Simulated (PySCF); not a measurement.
# Argon: a sound run and one with changed settings

Sound run: Ar²⁺ [Ne] 3s2 3p4, Ar³⁺ [Ne] 3s2 3p3. Calculation: PySCF 2.14, in def2-TZVP (5s5p2d1f, 37 functions); no relativity, point nucleus. The sound run starts from symmetry-adapted Hartree-Fock orbitals and uses a fine grid where one is needed.

A second run was set up differently.

```
species  method  sound run (hartree)  changed run (hartree)  converged
   Ar²⁺     UHF           -525.29800             -525.29800        yes
   Ar²⁺    TPSS           -525.96100             -525.96114        yes
   Ar²⁺    MN15           -525.85466             -525.85251        yes
   Ar³⁺     UHF           -523.85107             -523.85107        yes
   Ar³⁺    TPSS           -524.46176             -524.46176        yes
   Ar³⁺    MN15           -524.34824             -524.34824        yes
```

Ionisation energy of Ar²⁺:

```
method  sound run (eV)  changed run (eV)
   UHF          39.373            39.373
  TPSS          40.797            40.800
  MN15          40.992            40.933
```

(1) What was changed?
A. basis contracted for another Hamiltonian
B. level shift left on
C. angular grid far too coarse
D. a valence shell is frozen

Answers

(1) C. It used 26 angular points. A coarse angular grid integrates products of high-l functions wrongly, so density functionals can shift, and the SCF can exploit the error; Hartree-Fock and MP2 need no grid.
